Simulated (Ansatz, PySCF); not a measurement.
Noncovalent pair: CH4 (SMILES C) (first 5 atoms) with C2H3N (SMILES CC#N); geometry from B3LYP-D3(BJ)/def2-TZVP, rigid monomers moved along the line of their centres of mass till C1···H10 is 2.71 Å.
(charge 0, multiplicity 1):
```xyz
11

C     -0.031     0.426     0.180
H      0.134     0.252    -0.882
H      0.514     1.320     0.484
H     -1.097     0.568     0.357
H      0.324    -0.432     0.748
C     -0.488     0.681     3.653
C      0.148    -0.604     3.416
N      0.651    -1.620     3.222
H      0.112     1.276     4.342
H     -0.590     1.224     2.714
H     -1.478     0.536     4.086
```

Counterpoise-corrected where a basis set is named; no monomer relaxation. Rows marked so take none.

Rows in 3-21G, 6-31G* carry no dispersion term and start afresh at each structure (6-31G* with six Cartesian d functions).

Programs: Ansatz (Gaussian orbitals); PySCF for 3-21G rows, 6-31G* rows, the dispersion terms. Values without a source in brackets are computed.

**Question.** One of these levels gives 0.23 kcal/mol for the interaction energy. Which one is it?
(A) r2SCAN-D3(BJ)/def2-TZVPPD
(B) M06-2X/6-31G* (no counterpoise)
(C) HF/3-21G (no counterpoise)
(D) PBE0/def2-TZVPPD

**Answer.** D, PBE0/def2-TZVPPD. The others give 0.78 (HF/3-21G (no counterpoise)), -0.79 (r2SCAN-D3(BJ)/def2-TZVPPD), -1.19 (M06-2X/6-31G* (no counterpoise))

Ansatz is a first-principles code.
